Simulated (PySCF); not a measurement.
Gas-phase reaction: 4 Ga(CH3)2Cl = 2 GaH(CH3)2 + 2 GaCl2 + C4H6 (butadiene) + 2 H2. Level: ωB97X-V/def2-TZVP†; standard pressure 1 bar.

Energies from PySCF, thermal terms from the rigid-rotor harmonic-oscillator model, ideal gas at 1 bar. † marks an energy on the PBE0/def2-TZVP geometry and frequencies. Open shells (unrestricted): GaCl2 (multiplicity 2); the rest are closed-shell singlets. Ga: all electrons, no relativistic terms. Methyl groups turn as free rotors in Ga(CH3)2Cl, GaH(CH3)2. Ga(CH3)2Cl, GaH(CH3)2, GaCl2: computed as isolated molecules; such fragments, hydroxides, amides, oligomers or adducts are transient or little studied in the gas. The harmonic model lacks anharmonicity and excited electronic states, which grow with temperature; levels with a mode under 35 cm⁻¹ are left out. Internal rotation in C4H6 (butadiene) is treated as a harmonic vibration of one conformer, which makes the entropy rough. Soft modes under 120 cm⁻¹ make the harmonic entropy rough for GaCl2.

```
T (K)  1000/T (1/K)  log10 K
-----  ------------  -------
600          1.6667   -37.41
800          1.2500   -23.17
1000         1.0000   -14.62
1200         0.8333        ?
1400         0.7143    -4.86
1600         0.6250    -1.82
```

Question: Fit log10 K = a + b·(1000/T) to the five rows, get the mean ΔH° and ΔS°, and predict log10 K at 1200 K.

Answer: Means: 1000/T = 1.0512, log10 K = -16.376. Sums of products about the means: Sxy = -24.47049, Sxx = 0.716131, so b = Sxy/Sxx = -34.17 and a = -16.376 − (-34.17)×1.0512 = 19.54.
ΔH° = −R ln 10 × 1000 K × b = −19.145 × (-34.17) = 654 kJ; ΔS° = R ln 10 × a = 374 J/K. The run's own values go from 654 kJ and 373 J/K at 600 K to 649 kJ and 371 J/K at 1600 K.
Prediction at 1200 K: 19.54 + (-34.17)×0.8333 = -8.93. The computed value is -8.92, 0.01 from the line.
For scale, ΔH°(298 K) is 649 kJ at this level, 622 kJ at ωB97M-V/def2-TZVP†, and runs from 502 to 683 kJ over the 18 levels computed.
